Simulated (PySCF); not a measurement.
Compound: CH8SeSi2.
Structure used (PBE0-D3(BJ)/def2-SVP), in Å, numbered top down from 1:
```
atom  x, y, z in Å
C1    -1.7453    0.5594    0.2813
Si2   -0.8717   -1.0279   -0.1975
Se3    1.0267   -0.6457   -1.4286
Si4    2.2092    0.3617    0.2419
H5    -1.1320    1.1602    0.9696
H6    -2.6979    0.3272    0.7841
H7    -1.9581    1.1667   -0.6110
H8    -0.5113   -1.8122    1.0236
H9    -1.7283   -1.8658   -1.0873
H10    3.5654    0.6362   -0.3124
H11    1.5791    1.6479    0.6684
H12    2.3124   -0.5325    1.4341
```

Computed, not measured: PySCF, PBE0-D3(BJ)/def2-SVP geometry optimisation, gas phase.

Take the most abundant isotopes and a rigid rotor. The values belong to one conformer with, in the numbering `[CH3:1][SiH2:2][Se:3][SiH3:4]`, C1–Si2–Se3–Si4 67°.

Give the principal moments of inertia and the rotational constants in cm⁻¹.

Ia = 150.22, Ib = 287.66, Ic = 386.65 u·Å²; 505379 MHz·u·Å²/I gives 3364, 1757 and 1307 MHz, that is A = 0.11222, B = 0.05860, C = 0.04360 cm⁻¹.

What kind of rotor is it?

An asymmetric top; Ray's κ = -0.563.

What does the inertial defect say?

Not planar: Δ = Ic − Ia − Ib = -51.23 u·Å². For a rigid frame Δ = −2 Σ m c², so Σ m c² = 25.62 u·Å² lies off the ab plane: 10.54 from hydrogen and 15.07 from heavier atoms. The atom farthest from that plane is 1.89 Å away.

Give the other two planar moments, Paa and Pbb, and the rms extents of the mass along the axes.

Paa = Σ m a² = (Ib + Ic − Ia)/2 = 262.04 and Pbb = Σ m b² = (Ia + Ic − Ib)/2 = 124.61 u·Å². With the mass M = 155.93 u, the rms extents √(P/M) along a, b and c are 1.30, 0.89, 0.41 Å.

Where do the levels up to J = 2 lie, in K?

Above 0(0,0), as E/k:
J = 1: 1(0,1) 0.147, 1(1,1) 0.224, 1(1,0) 0.246
J = 2: 2(0,2) 0.437, 2(1,2) 0.497, 2(1,1) 0.561, 2(2,1) 0.793, 2(2,0) 0.797
Those of J = 1 are B + C, A + C and A + B.

Predict some low-J microwave lines.

The dipole components are |μa| = 1.02 D, |μb| = 1.28 D, |μc| = 0.15 D. The squared components, which scale the intensities, stand as 0.64 : 1.00 : 0.01 (a : b : c). Some lines, for components of 0.1 D or more:

| type | branch | J(Ka,Kc) | MHz | lower level (cm⁻¹) |
| --- | --- | --- | --- | --- |
| c | Q | 3(1,3) ← 3(0,3) | 829 | 0.600 |
| c | Q | 1(1,1) ← 1(0,1) | 1607 | 0.102 |
| b | Q | 2(1,1) ← 2(0,2) | 2589 | 0.304 |
| b | Q | 3(1,2) ← 3(0,3) | 3518 | 0.600 |
| b | R | 2(0,2) ← 1(1,1) | 4439 | 0.156 |
| b | Q | 3(2,1) ← 3(1,2) | 4597 | 0.717 |
| c | R | 1(1,0) ← 0(0,0) | 5121 | 0.000 |
| b | Q | 2(2,1) ← 2(1,2) | 6171 | 0.345 |
| b | R | 2(1,2) ← 1(0,1) | 7285 | 0.102 |
| a | R | 3(1,3) ← 2(1,2) | 8470 | 0.345 |
| c | Q | 3(3,1) ← 3(2,1) | 8815 | 0.871 |
| b | Q | 3(3,0) ← 3(2,1) | 8825 | 0.871 |
| b | R | 3(1,3) ← 2(0,2) | 9709 | 0.304 |
| a | R | 3(1,2) ← 2(1,1) | 9810 | 0.390 |
| b | R | 2(2,0) ← 1(1,1) | 11931 | 0.156 |
| c | R | 3(3,1) ← 2(2,1) | 18400 | 0.551 |

Estimate the classical rotational partition function at 10 K, 25 K and 298.15 K.

Point group C1, symmetry number σ = 1; q = (√π/σ)·√((kT/h)³/(ABC)), k/h = 20836.6 MHz/K: 1920 at 10 K, 7580 at 25 K, 312000 at 298.15 K.

Not checked by PBE0-D3(BJ)/def2-SVP frequencies. These are rigid-rotor constants of the computed structure; measured ground-state constants (B0) also hold zero-point vibration. A rigid rotor knows nothing of internal rotation, which can split or shift real lines.

Hardware: one thread of an Arm Neoverse V2, shared host with 32 logical CPUs at a one-minute load of 40. Cost: 31 s wall, 0.50 GiB resident at most. These figures are those of the optimisation.
